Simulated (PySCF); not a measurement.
## How methods differ on the ionisation energy of Pb²⁺

Pb²⁺ [Xe] 4f14 5d10 6s2 (1S) → Pb³⁺ [Xe] 4f14 5d10 6s1 (2S), as a difference of total energies. Calculation: PySCF 2.14, in cc-pVDZ-PP with ECP60MDF; scalar relativity through the core potential. Correlated levels: valence: 5s2 5p6 5d10 frozen. The calculations carry no spin-orbit coupling.

```json
{"method": "UHF", "ionisation energy (eV)": "29.768"}
{"method": "PBE0", "ionisation energy (eV)": "31.737"}
{"method": "TPSS", "ionisation energy (eV)": "31.815"}
{"method": "MP2 (valence)", "ionisation energy (eV)": "30.238"}
{"method": "SCS-MP2 (valence)", "ionisation energy (eV)": "30.332"}
{"method": "CCSD (valence)", "ionisation energy (eV)": "30.446"}
```

Errors of the correlated levels include the incompleteness of this basis and the frozen core.

With two correlated electrons CCSD is exact in that space.

Task: Which method comes closest to the reference value, and which is furthest?

Result: The reference is 31.937 eV (measured; NIST Atomic Spectra Database, ionization energies). Closest: TPSS (error -0.122 eV); furthest: UHF (error -2.169 eV).
